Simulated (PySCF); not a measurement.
A structure optimised at TPSSh-D3(BJ)/def2-SVP, used in a PySCF frequency run:

```xyz
9

Se    -0.5569    -0.2165     0.5500
H     -1.5225    -0.0767    -0.5547
C      1.0305    -0.2417    -0.6238
C      1.2546     1.0501    -1.3975
H      0.9417    -1.1120    -1.2897
H      1.8587    -0.4422     0.0730
H      1.3447     1.9102    -0.7172
H      0.4208     1.2509    -2.0885
H      2.1794     0.9802    -1.9957
```
Charge 0, spin multiplicity 1.

### Question
Write its SMILES and formula.

### Answer
CC[SeH], C2H6Se

### Question
What are its rotational constants (standard atomic weights)?

### Answer
27.248, 3.5750, 3.3631 GHz
